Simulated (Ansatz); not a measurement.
# Molecular dynamics of C₄H₄Se

Input:

```yaml
crystal:
  periodic: [false, false, false]
  atoms:
    - { symbol: C, position_ang: [-0.070982, -2.04617, 0.369306] }
    - { symbol: C, position_ang: [0.805998, -1.108881, -0.103376] }
    - { symbol: C, position_ang: [0.06398, 0.105891, -0.158718] }
    - { symbol: C, position_ang: [-0.259541, 1.313111, -0.316095] }
    - { symbol: Se, position_ang: [-0.97507, 2.893324, -0.723148] }
    - { symbol: H, position_ang: [-0.90132, -0.520801, 0.27653] }
    - { symbol: H, position_ang: [0.305498, -3.069635, 0.487008] }
    - { symbol: H, position_ang: [1.848488, -1.179555, -0.398797] }
    - { symbol: H, position_ang: [-0.728653, 3.566418, 0.550188] }
basis:
  gaussian: { orbitals: def2-SVP }
hamiltonian:
  xc: hf
md:
  timestep: 0.5
  n_steps: 200
  ensemble: nve
  temperature: 100.0
  initial_velocities: maxwell_boltzmann
  seed: 10013
```

Launched with:

```bash
$ ansatz run input.yaml --threads 2 --pin off --max-ram 3072MiB --backend cpu --events-out ev --progress --plain --runs-dir out
```

It starts at the highest image of a converged band. Of that band: Neighbouring images differ by up to 2.3 eV, so the band resolves the path poorly. A vibrational analysis at the climbing image gives one clearly imaginary mode, 1613i cm⁻¹: a first-order saddle point.

Output, in part (one step line in 3, the closing report, with atoms numbered from 0):

```
md step     0: t =     0.00 fs  T =   100.0 K  F+E_penalty+E_count = -69469.45503646 eV  E_kin = 0.090482 eV  conserved = -69469.36455446 eV  (49 SCF iters)
md step     3: t =     1.50 fs  T =    86.5 K  F+E_penalty+E_count = -69469.44265762 eV  E_kin = 0.078309 eV  conserved = -69469.36434903 eV  (37 SCF iters)
md step     6: t =     3.00 fs  T =    70.3 K  F+E_penalty+E_count = -69469.42778249 eV  E_kin = 0.063573 eV  conserved = -69469.36420918 eV  (35 SCF iters)
md step     9: t =     4.50 fs  T =    69.4 K  F+E_penalty+E_count = -69469.42717998 eV  E_kin = 0.062791 eV  conserved = -69469.36438889 eV  (38 SCF iters)
md step    12: t =     6.00 fs  T =    63.8 K  F+E_penalty+E_count = -69469.42207124 eV  E_kin = 0.057696 eV  conserved = -69469.36437536 eV  (39 SCF iters)
md step    15: t =     7.50 fs  T =    56.5 K  F+E_penalty+E_count = -69469.41529764 eV  E_kin = 0.051157 eV  conserved = -69469.36414066 eV  (38 SCF iters)
md step    18: t =     9.00 fs  T =    75.6 K  F+E_penalty+E_count = -69469.43263936 eV  E_kin = 0.068389 eV  conserved = -69469.36425055 eV  (39 SCF iters)
md step    21: t =    10.50 fs  T =   110.1 K  F+E_penalty+E_count = -69469.46399639 eV  E_kin = 0.099644 eV  conserved = -69469.36435265 eV  (37 SCF iters)
md step    24: t =    12.00 fs  T =   148.5 K  F+E_penalty+E_count = -69469.49857917 eV  E_kin = 0.134359 eV  conserved = -69469.36422040 eV  (45 SCF iters)
md step    27: t =    13.50 fs  T =   207.2 K  F+E_penalty+E_count = -69469.55172910 eV  E_kin = 0.187435 eV  conserved = -69469.36429423 eV  (46 SCF iters)
md step    30: t =    15.00 fs  T =   277.6 K  F+E_penalty+E_count = -69469.61579111 eV  E_kin = 0.251200 eV  conserved = -69469.36459119 eV  (45 SCF iters)
md step    33: t =    16.50 fs  T =   324.2 K  F+E_penalty+E_count = -69469.65796907 eV  E_kin = 0.293352 eV  conserved = -69469.36461693 eV  (46 SCF iters)
md step    36: t =    18.00 fs  T =   344.4 K  F+E_penalty+E_count = -69469.67608159 eV  E_kin = 0.311597 eV  conserved = -69469.36448445 eV  (42 SCF iters)
md step    39: t =    19.50 fs  T =   355.3 K  F+E_penalty+E_count = -69469.68607008 eV  E_kin = 0.321513 eV  conserved = -69469.36455669 eV  (44 SCF iters)
md step    42: t =    21.00 fs  T =   352.7 K  F+E_penalty+E_count = -69469.68361115 eV  E_kin = 0.319119 eV  conserved = -69469.36449245 eV  (44 SCF iters)
md step    45: t =    22.50 fs  T =   345.1 K  F+E_penalty+E_count = -69469.67656106 eV  E_kin = 0.312229 eV  conserved = -69469.36433251 eV  (43 SCF iters)
md step    48: t =    24.00 fs  T =   352.1 K  F+E_penalty+E_count = -69469.68293907 eV  E_kin = 0.318562 eV  conserved = -69469.36437706 eV  (42 SCF iters)
md step    51: t =    25.50 fs  T =   367.9 K  F+E_penalty+E_count = -69469.69739069 eV  E_kin = 0.332908 eV  conserved = -69469.36448303 eV  (43 SCF iters)
md step    54: t =    27.00 fs  T =   380.7 K  F+E_penalty+E_count = -69469.70881545 eV  E_kin = 0.344468 eV  conserved = -69469.36434709 eV  (43 SCF iters)
md step    57: t =    28.50 fs  T =   406.4 K  F+E_penalty+E_count = -69469.73201780 eV  E_kin = 0.367709 eV  conserved = -69469.36430891 eV  (44 SCF iters)
md step    60: t =    30.00 fs  T =   449.0 K  F+E_penalty+E_count = -69469.77077832 eV  E_kin = 0.406281 eV  conserved = -69469.36449703 eV  (44 SCF iters)
md step    63: t =    31.50 fs  T =   485.0 K  F+E_penalty+E_count = -69469.80335669 eV  E_kin = 0.438807 eV  conserved = -69469.36454932 eV  (44 SCF iters)
md step    66: t =    33.00 fs  T =   504.6 K  F+E_penalty+E_count = -69469.82113531 eV  E_kin = 0.456588 eV  conserved = -69469.36454707 eV  (44 SCF iters)
md step    69: t =    34.50 fs  T =   506.7 K  F+E_penalty+E_count = -69469.82307046 eV  E_kin = 0.458432 eV  conserved = -69469.36463857 eV  (46 SCF iters)
md step    72: t =    36.00 fs  T =   480.2 K  F+E_penalty+E_count = -69469.79911140 eV  E_kin = 0.434495 eV  conserved = -69469.36461617 eV  (47 SCF iters)
md step    75: t =    37.50 fs  T =   431.8 K  F+E_penalty+E_count = -69469.75505891 eV  E_kin = 0.390710 eV  conserved = -69469.36434904 eV  (47 SCF iters)
md step    78: t =    39.00 fs  T =   396.6 K  F+E_penalty+E_count = -69469.72313386 eV  E_kin = 0.358834 eV  conserved = -69469.36429987 eV  (49 SCF iters)
md step    81: t =    40.50 fs  T =   384.3 K  F+E_penalty+E_count = -69469.71208892 eV  E_kin = 0.347694 eV  conserved = -69469.36439476 eV  (49 SCF iters)
md step    84: t =    42.00 fs  T =   385.0 K  F+E_penalty+E_count = -69469.71265543 eV  E_kin = 0.348330 eV  conserved = -69469.36432586 eV  (49 SCF iters)
md step    87: t =    43.50 fs  T =   405.7 K  F+E_penalty+E_count = -69469.73142420 eV  E_kin = 0.367106 eV  conserved = -69469.36431856 eV  (48 SCF iters)
md step    90: t =    45.00 fs  T =   446.2 K  F+E_penalty+E_count = -69469.76823231 eV  E_kin = 0.403758 eV  conserved = -69469.36447399 eV  (47 SCF iters)
md step    93: t =    46.50 fs  T =   485.2 K  F+E_penalty+E_count = -69469.80353775 eV  E_kin = 0.438984 eV  conserved = -69469.36455416 eV  (47 SCF iters)
md step    96: t =    48.00 fs  T =   510.4 K  F+E_penalty+E_count = -69469.82634177 eV  E_kin = 0.461865 eV  conserved = -69469.36447656 eV  (39 SCF iters)
md step    99: t =    49.50 fs  T =   529.2 K  F+E_penalty+E_count = -69469.84330343 eV  E_kin = 0.478806 eV  conserved = -69469.36449723 eV  (40 SCF iters)
md step   102: t =    51.00 fs  T =   539.9 K  F+E_penalty+E_count = -69469.85302423 eV  E_kin = 0.488513 eV  conserved = -69469.36451098 eV  (40 SCF iters)
md step   105: t =    52.50 fs  T =   541.6 K  F+E_penalty+E_count = -69469.85453477 eV  E_kin = 0.490089 eV  conserved = -69469.36444554 eV  (39 SCF iters)
md step   108: t =    54.00 fs  T =   542.6 K  F+E_penalty+E_count = -69469.85540806 eV  E_kin = 0.490974 eV  conserved = -69469.36443450 eV  (41 SCF iters)
md step   111: t =    55.50 fs  T =   545.8 K  F+E_penalty+E_count = -69469.85831615 eV  E_kin = 0.493894 eV  conserved = -69469.36442186 eV  (40 SCF iters)
md step   114: t =    57.00 fs  T =   554.4 K  F+E_penalty+E_count = -69469.86600645 eV  E_kin = 0.501654 eV  conserved = -69469.36435243 eV  (40 SCF iters)
md step   117: t =    58.50 fs  T =   577.0 K  F+E_penalty+E_count = -69469.88643190 eV  E_kin = 0.522054 eV  conserved = -69469.36437757 eV  (38 SCF iters)
md step   120: t =    60.00 fs  T =   608.3 K  F+E_penalty+E_count = -69469.91496813 eV  E_kin = 0.550431 eV  conserved = -69469.36453722 eV  (45 SCF iters)
md step   123: t =    61.50 fs  T =   629.3 K  F+E_penalty+E_count = -69469.93392228 eV  E_kin = 0.569411 eV  conserved = -69469.36451090 eV  (47 SCF iters)
md step   126: t =    63.00 fs  T =   643.2 K  F+E_penalty+E_count = -69469.94637756 eV  E_kin = 0.581952 eV  conserved = -69469.36442528 eV  (47 SCF iters)
md step   129: t =    64.50 fs  T =   659.6 K  F+E_penalty+E_count = -69469.96135724 eV  E_kin = 0.596797 eV  conserved = -69469.36456012 eV  (47 SCF iters)
md step   132: t =    66.00 fs  T =   660.3 K  F+E_penalty+E_count = -69469.96208728 eV  E_kin = 0.597418 eV  conserved = -69469.36466915 eV  (46 SCF iters)
md step   135: t =    67.50 fs  T =   631.1 K  F+E_penalty+E_count = -69469.93552703 eV  E_kin = 0.571064 eV  conserved = -69469.36446295 eV  (48 SCF iters)
md step   138: t =    69.00 fs  T =   598.3 K  F+E_penalty+E_count = -69469.90563111 eV  E_kin = 0.541338 eV  conserved = -69469.36429293 eV  (41 SCF iters)
md step   141: t =    70.50 fs  T =   585.0 K  F+E_penalty+E_count = -69469.89371193 eV  E_kin = 0.529335 eV  conserved = -69469.36437697 eV  (42 SCF iters)
md step   144: t =    72.00 fs  T =   585.4 K  F+E_penalty+E_count = -69469.89399245 eV  E_kin = 0.529658 eV  conserved = -69469.36433477 eV  (39 SCF iters)
md step   147: t =    73.50 fs  T =   604.4 K  F+E_penalty+E_count = -69469.91115557 eV  E_kin = 0.546862 eV  conserved = -69469.36429314 eV  (40 SCF iters)
md step   150: t =    75.00 fs  T =   645.6 K  F+E_penalty+E_count = -69469.94860487 eV  E_kin = 0.584139 eV  conserved = -69469.36446573 eV  (39 SCF iters)
md step   153: t =    76.50 fs  T =   685.1 K  F+E_penalty+E_count = -69469.98450128 eV  E_kin = 0.619896 eV  conserved = -69469.36460539 eV  (37 SCF iters)
md step   156: t =    78.00 fs  T =   703.2 K  F+E_penalty+E_count = -69470.00075826 eV  E_kin = 0.636230 eV  conserved = -69469.36452856 eV  (39 SCF iters)
md step   159: t =    79.50 fs  T =   707.0 K  F+E_penalty+E_count = -69470.00423130 eV  E_kin = 0.639717 eV  conserved = -69469.36451447 eV  (41 SCF iters)
md step   162: t =    81.00 fs  T =   699.5 K  F+E_penalty+E_count = -69469.99749244 eV  E_kin = 0.632960 eV  conserved = -69469.36453275 eV  (39 SCF iters)
md step   165: t =    82.50 fs  T =   682.0 K  F+E_penalty+E_count = -69469.98146027 eV  E_kin = 0.617103 eV  conserved = -69469.36435707 eV  (39 SCF iters)
md step   168: t =    84.00 fs  T =   677.3 K  F+E_penalty+E_count = -69469.97716001 eV  E_kin = 0.612868 eV  conserved = -69469.36429219 eV  (38 SCF iters)
md step   171: t =    85.50 fs  T =   694.3 K  F+E_penalty+E_count = -69469.99267999 eV  E_kin = 0.628247 eV  conserved = -69469.36443325 eV  (38 SCF iters)
md step   174: t =    87.00 fs  T =   714.3 K  F+E_penalty+E_count = -69470.01082423 eV  E_kin = 0.646313 eV  conserved = -69469.36451168 eV  (108 SCF iters)
md step   177: t =    88.50 fs  T =   724.6 K  F+E_penalty+E_count = -69470.02014678 eV  E_kin = 0.655627 eV  conserved = -69469.36452011 eV  (44 SCF iters)
md step   180: t =    90.00 fs  T =   721.1 K  F+E_penalty+E_count = -69470.01710711 eV  E_kin = 0.652423 eV  conserved = -69469.36468385 eV  (43 SCF iters)
md step   183: t =    91.50 fs  T =   684.3 K  F+E_penalty+E_count = -69469.98388819 eV  E_kin = 0.619152 eV  conserved = -69469.36473586 eV  (43 SCF iters)
md step   186: t =    93.00 fs  T =   611.2 K  F+E_penalty+E_count = -69469.91754056 eV  E_kin = 0.553060 eV  conserved = -69469.36448079 eV  (44 SCF iters)
md step   189: t =    94.50 fs  T =   536.8 K  F+E_penalty+E_count = -69469.84997761 eV  E_kin = 0.485672 eV  conserved = -69469.36430573 eV  (38 SCF iters)
md step   192: t =    96.00 fs  T =   488.0 K  F+E_penalty+E_count = -69469.80583801 eV  E_kin = 0.441579 eV  conserved = -69469.36425880 eV  (37 SCF iters)
md step   195: t =    97.50 fs  T =   475.9 K  F+E_penalty+E_count = -69469.79474731 eV  E_kin = 0.430600 eV  conserved = -69469.36414703 eV  (37 SCF iters)
md step   198: t =    99.00 fs  T =   512.7 K  F+E_penalty+E_count = -69469.82823395 eV  E_kin = 0.463941 eV  conserved = -69469.36429332 eV  (38 SCF iters)
md step   200: t =   100.00 fs  T =   555.1 K  F+E_penalty+E_count = -69469.86687344 eV  E_kin = 0.502311 eV  conserved = -69469.36456268 eV  (89 SCF iters)
Total energy: -69469.86687344 eV, -2552.9705192320 hartree
Atom 0 at     0.478656    -1.967526     0.132520 Å, force    -0.110008    -0.381641    -0.645688 eV/Å
Atom 1 at     0.249601    -0.691084    -0.401840 Å, force    -0.312893    -0.373696     1.009933 eV/Å
Atom 2 at    -0.526949     0.141491     0.384414 Å, force     0.839031     0.319322    -0.893424 eV/Å
Atom 3 at    -0.410450     1.506799     0.272425 Å, force    -0.100162    -1.450034     1.840276 eV/Å
Atom 4 at    -0.859261     2.757690    -0.794622 Å, force    -0.892711     1.472125    -0.945849 eV/Å
Atom 5 at    -1.073304    -0.305531     1.201483 Å, force    -0.206599     0.098460     0.171596 eV/Å
Atom 6 at     1.140277    -2.450017    -0.599923 Å, force     0.259967    -0.401287     0.230244 eV/Å
Atom 7 at     0.718119    -0.293524    -1.283918 Å, force     0.246956     0.285652    -0.395404 eV/Å
Atom 8 at    -0.413977     3.824126     0.090366 Å, force     0.276418     0.431099    -0.371682 eV/Å
Dipole moment:    -0.322761     1.236229    -0.375729 e Å
```

The run went to its last step. The conserved energy stayed within 0.047 meV per atom of its start (net change -0.001 meV per atom), so the integration is sound. The system heated up, since it started high on the potential surface and ran downhill. A run of 0.1 ps of so small a system gives no equilibrium averages. The orbitals stay closed-shell, which can raise the energy where a bond breaks towards radicals; this wasn't checked here.

The step under study would form C3–H6 and break C1–H6. These pairs go: C3–H6 1.23 → 1.08 Å, C1–H6 1.74 → 2.51 Å. In the last frame they stand as after the step (other bonds may differ from the relaxed reactants and products). It ends as one piece, C4H4Se. Pairs count as bonded within 1.25 times the sum of covalent radii (0.12 Å more for H–H).

Last frame:

```xyz
9
Properties=species:S:1:pos:R:3
C 0.479 -1.968 0.133
C 0.250 -0.691 -0.402
C -0.527 0.141 0.384
C -0.410 1.507 0.272
Se -0.859 2.758 -0.795
H -1.073 -0.305 1.202
H 1.140 -2.450 -0.600
H 0.718 -0.293 -1.284
H -0.414 3.824 0.090
```

Time of the run: 5 min on 2 threads of Arm Neoverse V1 (shared host), peak memory 0.3 GiB.
